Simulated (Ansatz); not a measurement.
Several settings on one geometry of RuO2 (that of the charge 0 singlet, B3LYP-D4/def2-TZVP). Ansatz on 4 threads of Arm Neoverse V2 on a shared host; times are rough.

Cartesian coordinates in Å:
```
Ru 0.014 0.136 -0.202
O -1.599 -0.305 -0.167
O 1.585 0.169 0.369
```

Totals from different functionals, basis sets or treatments of relativity can't be compared as stabilities.

In the def2 sets Ru takes a core potential; there is no spin–orbit coupling. LC-ωPBE has ω = 0.4 bohr⁻¹.

The spins typed aren't always the lowest for that charge.

Q: Give the basis size and estimate the energy, ⟨S²⟩ and time of these runs.

| run | method | charge | state | further keys |
| --- | --- | --- | --- | --- |
| 1 | ROKS LC-ωPBE/def2-mTZVPP | -1 | doublet | scf: {omitted_lower_state_checks: [starts]}; forces asked |
| 2 | RKS r2SCAN0/def2-mTZVP | 0 | singlet | fitting: {mean_field: def2-universal-jkfit}; point_charges: [{charge: 0.50, position_ang: [5.885, 0.540, 0.987]}]; scf: {omitted_lower_state_checks: [starts]} |
| 3 | RKS ωB97X-V/def2-SVPD | 0 | singlet | scf: {lower_state_search: off}; forces asked |

A: 
| run | functions | energy (Eh) | ⟨S²⟩ | wall time |
| --- | --- | --- | --- | --- |
| 1 | 81 | -245.3225 | – | 2.2 s |
| 2 | 81 | -245.2085 | – | 1 s |
| 3 | 80 | -245.0543 | – | 1.4 s |

The highest occupied level of an anion often lies above zero with these methods, and sets without diffuse functions describe the outer electron poorly. The restricted singlet is unstable towards broken spin symmetry at other levels; at RKS r2SCAN0/def2-mTZVP, RKS ωB97X-V/def2-SVPD this wasn't settled.
